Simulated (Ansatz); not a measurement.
A nudged elastic band was laid between two geometries of CH₇AlFNSi (12 atoms, charge 0, multiplicity 1).

The calculation used RKS PBE0-D4/def2-SVP in Ansatz.

```yaml
movable_images: 5
climbing_image: yes
spring: 5.0 eV/Å²
optimiser: quadratic models (default)
start_path: through a guess of the saddle point
force_threshold: 0.03 eV/Å
iteration_limit: 60
end_points: relaxed
```

Initial state:

```xyz
12
Properties=species:S:1:pos:R:3
C -0.861 -1.888 0.392
Al -0.002 -0.384 1.253
F 0.251 -0.387 2.904
N 0.591 1.078 0.419
Si 0.557 1.509 -1.265
H -0.193 -2.765 0.393
H -1.774 -2.184 0.932
H -1.132 -1.676 -0.654
H 1.030 1.775 1.020
H 1.928 1.689 -1.841
H -0.195 2.779 -1.517
H -0.123 0.400 -2.001
```

Final state:

```xyz
12
Properties=species:S:1:pos:R:3
C -1.089 -2.186 0.707
Al -0.011 -0.575 0.718
F 0.907 -0.200 2.059
N 0.072 0.566 -0.650
Si 0.952 2.060 -0.837
H -0.459 -3.080 0.847
H -1.812 -2.175 1.539
H -1.653 -2.314 -0.230
H -0.494 0.321 -1.460
H 0.038 3.233 -1.021
H 1.858 2.027 -2.030
H 1.768 2.268 0.393
```

Problem. Which bonds break or form, and what moves?

Solution. No bond is made or broken.

Problem. What energy profile does the band end with?

Solution. The run converged. The highest image is number 3 of 0 to 6, 0.272 eV above the first end and 0.239 eV above the last; the last end lies 0.033 eV above the first. A vibrational analysis at the climbing image gives one clearly imaginary mode, 120i cm⁻¹: a first-order saddle point.

```json
{"image": "0", "path coordinate (Å)": "0.00", "energy (eV)": "0.000"}
{"image": "1", "path coordinate (Å)": "1.52", "energy (eV)": "0.019"}
{"image": "2", "path coordinate (Å)": "3.05", "energy (eV)": "0.138"}
{"image": "3", "path coordinate (Å)": "4.57", "energy (eV)": "0.272"}
{"image": "4", "path coordinate (Å)": "5.83", "energy (eV)": "0.183"}
{"image": "5", "path coordinate (Å)": "7.08", "energy (eV)": "0.070"}
{"image": "6", "path coordinate (Å)": "8.34", "energy (eV)": "0.033"}
```

Problem. What is the geometry of the highest image?

Solution. 
```xyz
12
Properties=species:S:1:pos:R:3
C -1.173 -1.857 0.774
Al 0.057 -0.382 1.016
F 1.274 -0.590 2.142
N 0.017 1.167 0.108
Si 0.943 1.499 -1.319
H -0.752 -2.567 0.040
H -1.334 -2.420 1.707
H -2.149 -1.530 0.382
H -0.522 1.949 0.474
H 2.012 2.532 -1.133
H 0.101 1.942 -2.476
H 1.601 0.200 -1.681
```

Problem. What are the harmonic wavenumbers there?

Solution. 120i, 25, 84, 97, 186, 218, 259, 303, 537, 632, 677, 709, 711, 779, 871, 922, 927, 960, 998, 1096, 1214, 1421, 1423, 2201, 2204, 2216, 3051, 3145, 3173, 3614 cm⁻¹.

Run time: 4.7 min on 2 threads of Intel(R) Xeon(R) Platinum 8488C (Sapphire Rapids) (shared host), peak memory 0.29 GiB.
